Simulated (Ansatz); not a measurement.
This geometry of Cl3HSn + H (6 atoms, charge 0, multiplicity 2) is a first-order saddle point.

Computed with UKS B3LYP-D4/def2-SVP in Ansatz.

```xyz
6
Properties=species:S:1:pos:R:3
Sn 0.020 0.000 0.039
Cl -0.080 0.000 2.468
H 1.640 0.000 -0.530
Cl -1.123 1.902 -0.750
Cl -1.123 -1.902 -0.750
H 0.037 0.000 4.329
```

Q: Which two structures does it join? (They come from a converged band through this point; their orientation in space is the band's.)

A: Bonds broken: Sn1–Cl2. Bonds formed: Cl2–H6. Cl3HSn + H becomes Cl2HSn + ClH.

Initial state:

```xyz
6
Properties=species:S:1:pos:R:3
Sn 0.032 0.000 -0.127
Cl -0.036 0.000 2.220
H 1.640 0.000 -0.700
Cl -1.137 1.893 -0.870
Cl -1.137 -1.893 -0.870
H 0.008 0.000 5.153
```

Final state:

```xyz
6
Properties=species:S:1:pos:R:3
Sn 0.100 0.004 0.002
Cl -0.824 -0.043 3.468
H 1.714 0.005 -0.736
Cl -1.009 1.923 -0.905
Cl -1.008 -1.912 -0.909
H 0.397 0.022 3.886
```

Q: How far does it lie above each of them?

A: 0.129 eV above the first and 1.111 eV above the second. This is the barrier of this one path; another mechanism may lie lower.

Time of the run: 4.5 min on 4 threads of Arm Neoverse N1, with other jobs on the host, peak memory 0.32 GiB.
